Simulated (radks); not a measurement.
Values are calculated unless marked as measured or tabulated.
Problem. The mean radii <r> (bohr) of the occupied orbitals of an atom or ion are listed with their occupations. Code: a radial shooting solver on a logarithmic mesh with Libxc functionals. Model: Dirac Kohn-Sham, exchange-only B88, spin-unpolarised, spherical densities, point nucleus.

orbital      occ.      <r>
1s1/2           2  0.02722
2s1/2           2   0.1167
2p1/2           2  0.09845
2p3/2           4   0.1041
3s1/2           2   0.3138
3p1/2           2   0.3040
3p3/2           4   0.3156
3d3/2           4   0.2864
3d5/2           6   0.2901
4s1/2           2   0.7392
4p1/2           2   0.7715
4p3/2           4   0.7996
4d3/2           4   0.9071
4d5/2           6   0.9179
5s1/2           2    1.791
5p1/2    0.333333    1.999
5p3/2    0.666667    2.062

Name the element and its charge. Open shells, if any, are shared by 2j + 1.

Solution. Z = 53, iodine, charge +4: I4+ in [Kr] 4d10 5s2 5p1. The 1s radius gives Z: for a bare nucleus <r> = (2 gamma + 1)/(2Z) with gamma = sqrt(1 - (Z/c)^2), 0.02683 bohr for Z = 53, and screening makes it slightly larger (0.02722 here). The occupations add up to 49, and the charge is Z minus that.
